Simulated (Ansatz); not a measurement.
Ansatz (a first-principles code) input (RI-MP2/def2-TZVPPD):
A basis named .json is the Basis Set Exchange file of that set.

Ansatz 0.2 input:
```yaml
crystal:
  periodic: [false, false, false]
  atoms:
    - {symbol: Ir, position_ang: [-0.00005197, 0.00280108, 0.01877456]}
    - {symbol: O, position_ang: [1.69477546, -0.01726923, -0.08509689]}
    - {symbol: O, position_ang: [-1.69427528, -0.00969118, -0.09560824]}
basis:
  gaussian:
    orbitals: def2-TZVPPD.json
    fitting: {mean_field: def2-universal-jkfit, correlation: def2-TZVPPD-RIFIT.json}
magnetization: {spin_polarized: true, initial_magnetization: 1}
correlation: {method: mp2, electrons: outside_noble_gas}
```

End of the output:

```
mean field evaluation 384: about -6888.7145 eV, gradient 9.6e-6 eV
mean field evaluation 416: about -6888.4011 eV, gradient 2.1e0 eV
mean field evaluation 448: about -6888.7142 eV, gradient 1.5e-1 eV
mean field evaluation 480: about -6888.7220 eV, gradient 1.3e-1 eV
mean field evaluation 512: about -6888.7136 eV, gradient 5.9e-1 eV
mean field evaluation 544: about -6886.1704 eV, gradient 4.9e0 eV
mean field evaluation 576: about -6888.7245 eV, gradient 3.3e-2 eV
mean field evaluation 608: about -6887.2217 eV, gradient 3.9e0 eV
mean field evaluation 640: about -6887.9825 eV, gradient 1.5e-2 eV
mean field evaluation 672: about -6888.2950 eV, gradient 1.5e-1 eV
mean field -6888.72471067 eV, -253.1559637717 hartree, gradient 3.0e-6 eV, S^2 1.757388; 40 other end points of the search recorded, 0 dependent functions left out
6 core orbitals not correlated
reference -6888.72471067 eV, -253.1559637717 hartree; 11, 10 occupied and 122, 123 virtual orbitals, 377 factors
second order -21.09686726 eV of doubles, -0.00000000 eV of singles
Total energy: -6909.82157793 eV, -253.9312593436 hartree
```

The spin state was set by rule; other spins were not relaxed.

The determinant is spin-contaminated: <S^2> is 1.76 against 0.75 for a pure state.
